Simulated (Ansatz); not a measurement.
`[CH3][AlH][O][SiH](F)F` + `CC(=O)N[SiH2]Cl` → `[CH3][AlH][NH][SiH2]Cl` + `CC(=O)O[SiH](F)F`  (redistribution)

Computed with Ansatz on PBE0-D4/def2-TZVP structures; ΔE is electronic, products minus reactants. CCSD(T)/CBS is the MP2 limit (def2-TZVPP, def2-QZVPP) plus CCSD(T) − MP2 in def2-TZVPP, frozen cores. DFT in def2-TZVPP. One conformer a species, not always the lowest.

(1) Is it downhill or uphill in electronic energy at CCSD(T)/CBS, and by how much? (An estimate is asked.)

(2) What do these levels give: r2SCAN-D4, PBE0-D4, ωB97M-V, B2PLYP, r2SCAN, HF/def2-TZVPP, MP2/def2-TZVPP, SCS-MP2/def2-TZVPP, CCSD/def2-TZVPP, MP2/def2-QZVPP, MP2/CBS(def2), CCSD/CBS(def2)? (An estimate is asked.)

Largest T1 diagnostic among the species: 0.014.

Results:

(1) The calculation gave: Uphill: ΔE = +85.1 kJ/mol.

(2) Ansatz gave: r2SCAN-D4 83.6, PBE0-D4 83.4, ωB97M-V 82.9, B2PLYP 86.0, r2SCAN 83.6, HF/def2-TZVPP 88.2, MP2/def2-TZVPP 85.4, SCS-MP2/def2-TZVPP 84.5, CCSD/def2-TZVPP 83.2, MP2/def2-QZVPP 87.8, MP2/CBS(def2) 89.0, CCSD/CBS(def2) 86.9 kJ/mol.
